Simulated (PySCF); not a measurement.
Dipole response of As⁻ (arsenic, charge -1)

[Ar] 3d10 4s2 4p4, high-spin 3P determinant. Computed with PySCF 2.14 in dyall-av2z, with no relativity, point nucleus. Coupled (time-dependent) response in atomic units; α is the mean over directions. A double-zeta set is small for polarisabilities.

| method | mean α (bohr³) | α xx, yy, zz | C₆ (like pair) | S(−4) |
| --- | --- | --- | --- | --- |
| UHF | 63.23 | 50.89, 87.91, 50.89 | 779.2 | 1630 |

S(−4) is the Cauchy moment in α(ω) = α(0) + S(−4) ω² + …

Spin-orbit coupling is absent.

α(iu) at UHF:

```csv
u (hartree),α(iu) (bohr³)
0,63.23
0.0500,59.63
0.100,52.23
0.200,38.23
0.300,28.08
0.500,15.95
0.750,8.870
1.00,5.538
1.50,2.720
2.00,1.613
3.00,0.7664
5.00,0.3028
```

A single London oscillator, α(iu) = α/(1 + u²/ω²), gives C₆ = (3/4) ω α². Matching the computed C₆ needs ω = 4 × 779.2 / (3 × 63.23²) = 0.260 hartree.

For an ion, C₆ is the dispersion term alone; charge-induced terms of lower order in 1/R come first.

The components differ because the open shell of this determinant is not spherical; for a pure term their mean is the scalar polarisability.
